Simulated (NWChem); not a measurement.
System: SiH₄Se; SMILES [SiH3][SeH]

```xyz
6

Si     0.0125     1.5116     0.0000
Se     0.0333    -0.7739     0.0000
H     -0.6681     2.0587     1.2111
H      1.4509     1.9041     0.0074
H     -0.6554     2.0601    -1.2175
H     -1.4355    -0.8727    -0.0004
```
Atoms are numbered in this order, from 1.

Coordinates come from a PBE0/def2-SVP optimisation.

Problem. List the 4 lowest vertical singlet excitations from B3LYP/aug-cc-pVDZ, full TDDFT (NWChem).

Solution. 
```csv
state,energy (eV),oscillator strength,leading excitation (squared amplitude)
S1,5.06,0.009,HOMO → LUMO (0.73)
S2,5.18,0.028,HOMO → LUMO+1 (0.71)
S3,6.27,0.002,HOMO → LUMO+2 (0.77)
S4,6.36,0.006,HOMO → LUMO+3 (0.78)
```
